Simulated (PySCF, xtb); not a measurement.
BeH4OSi, SMILES [BeH][O][SiH3].

GFN2-xTB run with xtb at its own geometry gives an orbital gap of 6.24 eV and a dipole moment of 1.06 D.

Geometry: PBE-D3(BJ)/def2-TZVP.

Problem. What does PySCF with HF/def2-TZVPD give? (An estimate is asked for; the answer gives what the named calculation found.)

Solution. gap 13.82 eV (levels -12.42 and 1.40 eV), dipole 0.28 D.
